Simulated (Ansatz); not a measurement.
```yaml
crystal:
  periodic: [false, false, false]
  atoms:
    - {symbol: F, position_ang: [-1.051637, 1.627734, 0.642493]}
    - {symbol: C, position_ang: [0.050728, 0.790845, 0.682781]}
    - {symbol: Ge, position_ang: [-0.163616, -0.642483, -0.652403]}
    - {symbol: Br, position_ang: [1.744677, -1.934952, -0.451979]}
    - {symbol: H, position_ang: [0.135518, 0.363747, 1.684995]}
    - {symbol: H, position_ang: [0.948340, 1.375839, 0.468044]}
    - {symbol: H, position_ang: [-0.205162, -0.096153, -2.084067]}
    - {symbol: H, position_ang: [-1.366749, -1.541575, -0.345864]}
basis:
  gaussian: {orbitals: def2-mTZVPP}
hamiltonian: {xc: {name: B2PLYP}, dispersion: d4}
```

```sh
$ ansatz run in.yaml --threads 4 --pin off --events-out ev --progress --plain --max-ram 10444MiB
```

(1) How does Ansatz answer? (Estimate.)

Results:

(1) The calculation gave: The input was rejected before any iteration.
```
Error: invalid value for `hamiltonian.dispersion`: no damping is tabulated for this functional; type it, or the functional that lends it
```
